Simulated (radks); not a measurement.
The numbers below are computed, except where a source is named.
Question: These are the eigenvalues of the occupied orbitals of an atom or ion with whole-number occupations (eV). Code: a radial shooting solver on a logarithmic mesh with Libxc functionals. Model: Dirac Kohn-Sham, PBE, spin-unpolarised, spherical densities, finite nucleus; Fermi nuclear charge, rms radius of each element as measured or else 0.836 A^(1/3) + 0.57 fm.

| orbital | eigenvalue |
|---|---|
| 1s1/2 | -67254.14 |
| 2s1/2 | -11547.86 |
| 2p1/2 | -11038.29 |
| 2p3/2 | -9768.153 |
| 3s1/2 | -2645.271 |
| 3p1/2 | -2418.318 |
| 3p3/2 | -2144.881 |
| 3d3/2 | -1760.951 |
| 3d5/2 | -1701.390 |
| 4s1/2 | -539.2775 |
| 4p1/2 | -445.6282 |
| 4p3/2 | -382.6755 |
| 4d3/2 | -228.6371 |
| 4d5/2 | -217.0718 |
| 5s1/2 | -72.8039 |
| 5p1/2 | -45.6895 |
| 5p3/2 | -36.9419 |
| 4f5/2 | -25.7433 |
| 4f7/2 | -23.7615 |
| 6s1/2 | -5.4440 |
| 5d3/2 | -3.9536 |
| 5d5/2 | -3.3693 |

Which element is it, and in what charge state? The configuration may be excited. Open shells, if any, are shared by 2j + 1.

Answer: Z = 73, tantalum, charge 0: Ta in [Xe] 4f14 5d3 6s2. The list shows which subshells hold electrons but not how many an open one holds; the 1s level, -2471.5 hartree, gives Z - s = 70.3 by -(Z - s)^2/2, which with screening and relativity narrows Z to a few neighbours, and the depths of the outer levels then fix element, charge and occupations together.
